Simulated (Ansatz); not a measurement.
Basis-set extrapolation for `S/C=C1/BN1` (PBE0-D4/def2-TZVP geometry, frozen core, Ansatz 0.2.0). Multiplicity 1, RHF reference.

|  | def2-TZVPP | def2-QZVPP |
| --- | --- | --- |
| HF | -554.742287 | -554.760760 |
| MP2 correlation | -0.785892 | -0.842417 |
| CCSD(T) correlation | -0.861686 | not run |

Energies in hartree. Use E(X) = E(∞) + A·exp(−7.88·√X) for Hartree–Fock and E(X) = E(∞) + B·X^(−2.97) for correlation, with X = 3 and 4, and add CCSD(T) minus MP2 of the smaller set to the MP2 limit.

Problem. What is the CCSD(T) energy at the basis-set limit?

Solution. HF limit: -554.760760 + (-0.018473) × 0.13774 = -554.76330. MP2 limit: -0.842417 + (-0.056525) × 0.74074 = -0.88429. Higher-order term: -0.861686 − (-0.785892) = -0.07579. Total: -555.72338 hartree, 74.9 kcal/mol below CCSD(T)/def2-TZVPP.
